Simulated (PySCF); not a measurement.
PBE on I (iodine, neutral), [Kr] 4d10 5s2 5p4 5d1, one real determinant (an excited configuration). Calculation: PySCF 2.14, in aug-cc-pwCVTZ-PP with ECP28MDF; a scalar-relativistic core potential.

```
cycle= 1 E= -295.364735989621  delta_E= -0.00964  |g|= 0.0258  |ddm|= 0.362
cycle= 2 E= -295.364953055754  delta_E= -0.000217  |g|= 0.00936  |ddm|= 0.0822
cycle= 3 E= -295.364999251159  delta_E= -4.62e-05  |g|= 0.0043  |ddm|= 0.0285
cycle= 4 E= -295.365003474985  delta_E= -4.22e-06  |g|= 0.000259  |ddm|= 0.00568
cycle= 5 E= -295.365003505008  delta_E= -3e-08  |g|= 5.71e-05  |ddm|= 0.000594
cycle= 6 E= -295.365003506441  delta_E= -1.43e-09  |g|= 4.36e-06  |ddm|= 0.000127
cycle= 7 E= -295.365003506451  delta_E= -9.49e-12  |g|= 2.32e-07  |ddm|= 1.02e-05
converged SCF energy = -295.365003506451  <S^2> = 3.7536074  2S+1 = 4.0018033
```

Highest occupied orbital energy: 0.247 eV; ⟨L²⟩ = 8.02; populations by l: s 4.00, p 10.00, d 11.00, f 0.00.

Problem. Can this result be used?

Solution. Not for this state. The run converged. ⟨L²⟩ = 8.02 against 12 for a pure F term, so this real determinant mixes terms. Energies and moments cover only the electrons outside the core potential. The outer electron is Rydberg-like, and this basis confines it to a smaller radius and binds it less than a complete one would. At PBE the highest occupied level has a positive energy, so only the finite basis holds that electron; for this excited configuration the basis is too tight for the outer shell.
